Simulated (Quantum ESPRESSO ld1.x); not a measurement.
Question: The sulfur ion S1.7+, configuration [He] 2s2 2p5.3 3s2 3p3 (fractional occupations, a model configuration). Method: scalar-relativistic Kohn-Sham, PBE, spin-unpolarised, spherical densities, point nucleus; computed with ld1.x of Quantum ESPRESSO 7.5. Some entries of the table are withheld. Estimate them.

| orbital | occ. | eigenvalue (eV) | <r> (bohr) | <1/r> (bohr^-1) |
|---|---|---|---|---|
| 1s | 2 | -2453.117 | (1) | (2) |
| 2s | 2 | -248.515 | 0.4712 | 3.117 |
| 2p | 5.3 | -194.613 | 0.4313 | (3) |
| 3s | 2 | -38.322 | 1.531 | 0.9028 |
| 3p | 3 | -26.597 | 1.703 | 0.7951 |

Answer: 
(1) 1s <r> (bohr): 0.09684
(2) 1s <1/r> (bohr^-1): 15.66
(3) 2p <1/r> (bohr^-1): 3.019
